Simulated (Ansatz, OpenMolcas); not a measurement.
How basis sets differ on GaCl (SMILES [Cl][Ga])

GaCl, singlet, SMILES `[Cl][Ga]`. Each level relaxes the structure for itself.

Each level gives the harmonic wavenumber (cm⁻¹). The values are calculated.

| level | kind | program | value (cm⁻¹) |
| --- | --- | --- | --- |
| HF/STO-3G | Hartree–Fock | Ansatz | 466 |
| HF/3-21G | Hartree–Fock | Ansatz | 354 |
| HF/6-31G* (Cartesian functions) | Hartree–Fock | Ansatz | 350 |
| HF/cc-pVTZ | Hartree–Fock | OpenMolcas | 361 |

All-electron rows without a relativistic Hamiltonian named are non-relativistic. Harmonic and unscaled. The values span 350 to 466 cm⁻¹.
